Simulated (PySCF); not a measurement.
Substituent effects on chemical shifts

Parent skeleton `[CH2:1]=[CH:2][C:3](=[O:4])[O:5][CH3:6]`; one hydrogen on atom 1 is replaced by X. Hydrogens on one atom are averaged.

PySCF 2.14.0 with density-fitted response routines calculation with shieldings: GIAO PBE0/pcSseg-1 and GFN2-xTB geometry; no solvent model, no relativistic terms, one averaged value for each set of equivalent atoms, one conformer.

References, each an isolated molecule treated in the same way: TMS for 13C (186.93 ppm) and 1H (31.72 ppm); 17O (336.08 ppm) vs H2O.

Parent (X = H): C1 140.6, C2 136.2, C3 173.2, O4 410.2, O5 194.7, C6 53.7, H(C1) 6.60, H(C2) 6.30, H(C6) 3.92 ppm. Effects are Δδ = δ(X) − δ(H), positive for deshielding.

Q: Give Δδ (ppm) for X = CH2CN, CF3, ethynyl, OCOCH3.

A: 
```csv
X,SMILES,C1,C2,C3,O4,O5,C6,H(C1),H(C2),H(C6)
CH2CN,COC(=O)/C=C\CC#N,+10.4,-6.7,+1.1,+11.1,+12.2,+0.1,-0.01,-0.11,+0.06
CF3,COC(=O)/C=C/C(F)(F)F,+1.8,+0.4,-1.6,+9.6,+4.9,+1.0,+0.50,+0.32,+0.12
ethynyl,C#C/C=C\C(=O)OC,-7.9,+3.4,-1.4,+20.6,+5.0,-0.2,-0.22,+0.15,-0.01
OCOCH3,COC(=O)/C=C\OC(C)=O,+12.3,-28.2,-2.7,+24.5,+1.0,-0.5,+1.45,-0.80,-0.05
```

Q: Which position responds most, and to which substituents?

A: C2: from -28.2 ppm with OCOCH3 to +3.4 ppm with ethynyl.

Unscaled 17O shifts of doubly bonded oxygen tend to come out too high, by tens of ppm or more. Experimental scales use liquid or dissolved standards, which lie at an offset from isolated H2O (liquid H2O: subtract about 36 ppm).
